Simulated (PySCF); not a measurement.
## Potassium: a sound run and one with changed settings

Sound run: K⁺ [Ar], K²⁺ [Ne] 3s2 3p5. All numbers are calculated (PySCF 2.14, scalar relativity by spin-free X2C-1e, in cc-pVTZ-X2C (6s5p3d1f, 43 functions)). The sound run starts from symmetry-adapted Hartree-Fock orbitals and uses a fine grid where one is needed.

Changed run: radial step 0.8 in ln r (0.13 in the sound run). This setting is unsound on purpose.

| species | method | sound run (hartree) | changed run (hartree) | converged |
| --- | --- | --- | --- | --- |
| K⁺ | UHF | -601.31651 | -601.31651 | yes |
| K⁺ | PBE | -601.85362 | -601.93524 | yes |
| K⁺ | MN15 | -602.22102 | -601.86120 | yes |
| K²⁺ | UHF | -600.17093 | -600.17093 | yes |
| K²⁺ | PBE | -600.66396 | -600.73504 | yes |
| K²⁺ | MN15 | -601.01901 | -600.66803 | yes |

Ionisation energy of K⁺:

```json
{"method": "UHF", "sound run (eV)": "31.173", "changed run (eV)": "31.173"}
{"method": "PBE", "sound run (eV)": "32.372", "changed run (eV)": "32.659"}
{"method": "MN15", "sound run (eV)": "32.708", "changed run (eV)": "32.468"}
```

A coarse radial grid mis-integrates the density and the exchange-correlation energy, with errors of either sign; Hartree-Fock needs no grid.

For comparison, NIST gives 31.625 eV between the lowest levels.
